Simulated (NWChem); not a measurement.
Species: TiH2O2Cl2; SMILES [OH][Ti]([OH])([Cl])[Cl]

```xyz
7

Ti    -0.1747     0.0107     0.0000
Cl     1.0752     1.8381     0.0000
Cl     1.0826    -1.8117     0.0000
O     -1.1888     0.0029    -1.4364
H     -2.0663    -0.0730    -1.8447
O     -1.1888     0.0029     1.4364
H     -2.0663    -0.0730     1.8447
```
Atoms are numbered in this order, from 1.

Results from NWChem. Pople sets run with spherical d functions. STO-3G and 3-21G are far too small for this property and stand as cheap habits. Structure relaxed at the PBE-D3(BJ)/def2-SVP level. No frequency run checked for a minimum. Field at 589 nm.

Task: Order these by “isotropic polarisability (bohr³)”, lowest first: B3LYP/6-31G*; B3LYP/def2-SVP; B3LYP/STO-3G.

Result: B3LYP/STO-3G (30.1), B3LYP/def2-SVP (58.6), B3LYP/6-31G* (62.6)
